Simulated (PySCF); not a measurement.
# Bond lengths and vibrations by method: F3Si

Calculated results; nothing here was measured. The program is PySCF 2.14.0, an open-source quantum chemistry code, run on an isolated molecule that a program drew, which may never have been made. The molecule is F3Si (charge 0, doublet), drawn as the SMILES string `F[Si](F)F`.

The geometry was optimised and harmonic frequencies were computed with HF and MP2, all in the cc-pV(D+d)Z basis, for the commonest isotopes, with a restricted reference for singlets and an unrestricted one otherwise, and a frozen core in MP2. Each result is a local minimum of its method.

Geometry at the HF minimum:
```xyz
4
F3Si, angstrom
F    -1.1278   -4.0638   -2.8178
Si   -1.8866   -2.8799   -2.0710
F    -1.1484   -1.5204   -2.4476
F    -1.7110   -3.1065   -0.5048
```

Lengths of the bonds as drawn, in Å (atoms numbered as above):
```
bond,HF,MP2
F1-Si2,1.592,1.615
Si2-F3,1.592,1.615
Si2-F4,1.592,1.615
```

Rotational constants, in GHz:
```
constant     HF    MP2
       A  7.325  7.098
       B  7.324  7.098
       C  4.027  3.881
```

Harmonic frequencies in cm^-1, each column in rising order, so a row needn't be the same motion in every method:
| rank | HF | MP2 |
|---|---|---|
| 1 | 296 | 280 |
| 2 | 296 | 280 |
| 3 | 421 | ? |
| 4 | 850 | 803 |
| 5 | 981 | 943 |
| 6 | 981 | 943 |

**Estimate the missing MP2 frequency from the HF column.**

A single factor s that minimises the squared misfit of MP2 against s times HF over the other rows is sum(HF x MP2) / sum(HF^2) = 0.9561, with an rms misfit of 6 cm^-1. For rank 3 it gives 0.9561 x 421 = 403 cm^-1. The calculation gives 397 cm^-1, 6 cm^-1 below the estimate. The drawn bonds are on average 1.4 % longer in MP2 than in HF.
